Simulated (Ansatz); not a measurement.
The cluster Be₂O₃⁻. Total charge -1; doublet. Geometry r2SCAN-D4/def2-TZVPD, basis def2-TZVPD, Ansatz.

```xyz
5

Be    0.165   -0.760    0.270
Be   -0.718    1.487   -0.574
O     0.040   -2.069    0.690
O     0.340    0.426   -0.933
O     0.172    0.916    0.547
```

| run | HOMO (eV) | LUMO (eV) |
| --- | --- | --- |
| A | -0.80 | 1.93 |
| B | 0.37 | 0.87 |
| C | -3.56 | 3.27 |
| D | -2.25 | 2.17 |
| E | 0.31 | 1.18 |

LC-ωPBE has ω = 0.4 bohr⁻¹. The structure holds 1 bond(s) between oxygen atoms. Another isomer (doublet) lies 3.68 eV lower at PBE0-D4/def2-TZVPD; other spin states weren't run for this one.

HOMO and LUMO are taken over both spins.

Task: The runs used CAM-B3LYP, LC-ωPBE, PBE, PBE0, r2SCAN. Estimate which is which.

Result: A PBE0 (25 % exact exchange); B PBE (0 % exact exchange); C LC-ωPBE (range-separated); D CAM-B3LYP (range-separated); E r2SCAN (0 % exact exchange). Exact exchange lowers occupied and raises empty levels; among semilocal functionals meta-GGAs tend to open the gap a little, and such runs are hard to tell apart. The gap grows from 0.51 eV (PBE) to 6.82 eV (LC-ωPBE). At PBE-D4/def2-TZVPD, r2SCAN-D4/def2-TZVPD the highest occupied level of the charge -1 doublet lies above zero (up to 0.37 eV). It is a level of α spin, whose loss leaves a singlet; that state wasn't run at this geometry and level. The electron is either unbound and held by the finite basis, or the level is raised by self-interaction error.
